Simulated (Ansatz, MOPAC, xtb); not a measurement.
## AlCl2F (SMILES [F][Al]([Cl])[Cl]): methods side by side

AlCl2F, singlet, SMILES `[F][Al]([Cl])[Cl]`. Each level relaxes the structure for itself.

Each level gives the highest harmonic wavenumber at each level's own minimum (cm⁻¹). The values are calculated.

```tsv
level	kind	program	value (cm⁻¹)
PM3	semi-empirical	MOPAC	973
MNDOD	semi-empirical	MOPAC	883
PM6	semi-empirical	MOPAC	1010
GFN2-xTB	semi-empirical	xtb	775
HF/STO-3G	Hartree–Fock	Ansatz	1072
HF/3-21G	Hartree–Fock	Ansatz	974
HF/6-31G* (Cartesian functions)	Hartree–Fock	Ansatz	957
PBE/def2-SVP	GGA	Ansatz	881
B3LYP/6-31G* (Cartesian functions)	global hybrid	Ansatz	910
PBE0-D4/def2-TZVP	global hybrid	Ansatz	892
```

Harmonic and unscaled. The values span 775 to 1072 cm⁻¹. Without the sets that lack polarisation functions the rows with a basis span only 881 to 957 cm⁻¹.
